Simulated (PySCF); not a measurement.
C₂H₆SSe, SMILES CS[Se]C. Geometry optimised at PBE-D3(BJ)/def2-SVP. Other conformers were not sampled.

Computed with PySCF with PBE-D3(BJ)/def2-SVP.

Harmonic wavenumbers (cm⁻¹): 88, 117, 142, 190, 213, 385, 565, 675, 861, 869, 922, 924, 1229, 1268, 1374, 1381, 1392, 1399, 2970, 2982, 3078, 3093, 3096, 3115. Rotational constants (GHz): 6.240, 2.100, 1.912; symmetry number 1.

**Question.** Work out the zero-point energy and the ideal-gas rigid-rotor harmonic-oscillator thermochemistry at 298.15 K and 1 atm.

**Answer.** ZPE = ½ Σ hcν = ½ × 32331 cm⁻¹ = 193.38 kJ/mol. H − E(el) = 214.17 kJ/mol. Entropy in J/(mol K): translation 170.47, rotation 112.77, vibration 68.82, total 352.06. G − E(el) = 109.21 kJ/mol. Cp = 99.36 J/(mol K). Modes under 150 cm⁻¹ make the vibrational entropy uncertain.
